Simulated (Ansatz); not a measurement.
`[NH2][Al]([Cl])[Br]` + `O[SiH3]` → `[SiH3][O][Al]([Cl])[Br]` + NH₃  (ligand exchange at the Al–N bond)

Gas-phase electronic energies from Ansatz, PBE0-D4/def2-TZVP geometries. CBS: MP2 limit from def2 TZ/QZ plus the TZ coupled-cluster correction, frozen cores. This one scheme is used for every species. DFT in def2-TZVPP. For Br outer-core shells are correlated without core-valence functions, which leaves a few kJ/mol of doubt a bond. Scalar relativity is left out up to krypton. One conformer a species, not always the lowest.

```csv
level,ΔE (kJ/mol)
CAM-B3LYP-D4,-63.2
SCS-MP2/def2-TZVPP,-64.4
```

What does CCSD(T)/CBS give? (An estimate is asked.)

Computed: -62.8 kJ/mol. The listed levels differ from it by -0.4, -1.6 kJ/mol.

Largest T1 diagnostic among the species: 0.011.

From PBE to PBE0 (25 % exact exchange), in def2-TZVPP and without D4, ΔE moves by −3.2 kJ/mol. Leaving LDA and LC-ωPBE aside and taking each functional with its dispersion term where it has one, the values, not all of them listed here, spread over 13.8 kJ/mol, from BHLYP-D4 to revPBE-D4. LDA lies +3.2 kJ/mol from PBE without D4.
